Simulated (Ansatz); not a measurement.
## Match the barriers

Saddle point of SiH5BrO, closed shell (SiH₃Br ([SiH3][Br]) + H₂O → SiH₄O ([OH][SiH3]) + HBr; bonds formed: Si1–O7, Br2–H6; bonds broken: Si1–Br2, H6–O7), PBE0-D4/def2-TZVP structure:

```
8
angstrom
Si -0.3729 0.4062 -0.5289
Br 0.7880 -1.7121 -1.2228
H -1.5853 -0.1382 -1.1857
H -1.0186 1.3640 0.4434
H 0.5098 1.2576 -1.3465
H 0.9459 -1.0276 0.8858
O 0.5951 -0.1225 1.0548
H 0.1379 -0.0274 1.8999
```

Computed with Ansatz 0.2.0 (basis: def2-TZVPP, with def2-QZVPP for the basis limit); correlated methods freeze the cores. Filled d shells of the heavier atoms are correlated. The def2 sets are not built for correlating such inner shells, so the correlated values are less sure here. Extrapolation: Hartree–Fock as exp(−7.88 √X), correlation as X^−2.97. Four methods, as single points on the PBE0-D4 structures, gave these electronic barriers from the start structure: 44.8, 76.1, 89.8, 114.3 kJ/mol.

Question: The methods were, in alphabetical order, CCSD(T), HF, r2SCAN-D4, SPW92. Which gave which? (Judge from chemistry; the calculation decides.)

Answer: By the calculation: SPW92 44.8; r2SCAN-D4 76.1; CCSD(T) 89.8; HF 114.3 kJ/mol. For comparison, CCSD(T) at an estimated basis limit (MP2 extrapolated from triple and quadruple zeta, plus CCSD(T) − MP2 in triple zeta) gives 88.1 kJ/mol.

T1 diagnostic: at most 0.009.

The step is the kind of ligand exchange by which a precursor binds to a hydroxyl group, or is hydrolysed, in atomic layer deposition of oxides.

Labels in which every atom is bracketed show which atoms are joined, not bond orders.

For scale, one of the runs: CCSD(T)/def2-TZVPP, 191 basis functions, launched by `ansatz run in.yaml --threads 4 --pin off --events-out ev --progress --plain --max-ram 9574MiB`. Hardware: 4 CPU threads of an Arm Neoverse V2, shared host. Wall time 50 s; peak host memory 2.1 GiB.
